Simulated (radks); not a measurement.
Question: The mean radii <r> (bohr) of the occupied orbitals of an atom or ion are listed with their occupations. Method: Dirac Kohn-Sham, PBE, spin-unpolarised, spherical densities, point nucleus; computed with a radial shooting solver on a logarithmic mesh with Libxc functionals.

| orbital | occ. | <r> |
|---|---|---|
| 1s1/2 | 2 | 0.02781 |
| 2s1/2 | 2 | 0.1194 |
| 2p1/2 | 2 | 0.1008 |
| 2p3/2 | 4 | 0.1064 |
| 3s1/2 | 2 | 0.3209 |
| 3p1/2 | 2 | 0.3112 |
| 3p3/2 | 4 | 0.3225 |
| 3d3/2 | 4 | 0.2930 |
| 3d5/2 | 6 | 0.2965 |
| 4s1/2 | 2 | 0.7306 |
| 4p1/2 | 2 | 0.7528 |
| 4p3/2 | 4 | 0.7745 |
| 4d3/2 | 4 | 0.8269 |

Name the element and its charge. Open shells, if any, fill j = l - 1/2 first.

Answer: Z = 52, tellurium, charge +12: Te12+ in [Kr] 4d4. The 1s radius gives Z: for a bare nucleus <r> = (2 gamma + 1)/(2Z) with gamma = sqrt(1 - (Z/c)^2), 0.02741 bohr for Z = 52, and screening makes it slightly larger (0.02781 here). The occupations add up to 40, and the charge is Z minus that.
